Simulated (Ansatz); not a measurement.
Relaxation of C₂H₆Cl₃NSi (13 atoms, charge 0, multiplicity 1), to a largest force component of 0.02 eV/Å in at most 40 steps.

Method: RKS BHLYP-D4/STO-3G in Ansatz.

```xyz
13
Properties=species:S:1:pos:R:3
Si 0.000 0.000 0.000
N 0.000 0.000 1.820
C -1.216 -0.376 2.555
H -1.864 -1.000 1.905
H -0.938 -0.953 3.461
H -1.766 0.540 2.855
C 1.216 0.376 2.555
H 1.464 -0.416 3.292
H 2.058 0.494 1.842
H 1.046 1.335 3.087
Cl 2.009 0.000 -0.709
Cl -1.003 1.738 -0.709
Cl -1.003 -1.738 -0.709
```

Where does it end, and by what steps?

The run converged. Limits of this set-up: minimal basis. After 8 steps the energy has fallen by 0.427 eV; H10 moved furthest, 0.34 Å.

```csv
step,energy less start (eV),largest force component (eV/Å),accepted
0,0.0000,4.194,yes
1,-0.3534,1.504,yes
2,-0.4059,0.209,yes
3,-0.4082,0.413,yes
4,-0.4231,0.150,yes
5,-0.4257,0.031,yes
6,-0.4263,0.054,yes
7,-0.4262,0.054,no
8,-0.4269,0.003,yes
```

```xyz
13
Properties=species:S:1:pos:R:3
Si 0.010 -0.021 0.061
N 0.095 -0.230 1.749
C -1.140 -0.488 2.526
H -1.836 -1.085 1.928
H -0.886 -1.053 3.430
H -1.643 0.442 2.831
C 1.157 0.446 2.530
H 1.365 -0.136 3.435
H 2.074 0.504 1.935
H 0.868 1.463 2.833
Cl 1.932 -0.168 -0.727
Cl -0.770 1.824 -0.557
Cl -1.225 -1.499 -0.731
```

Whether the end is a true minimum wasn't checked by a vibrational analysis.

Time of the run: 26 s on 1 thread of Intel(R) Xeon(R) 6975P-C (Granite Rapids) (shared host), peak memory 0.19 GiB.
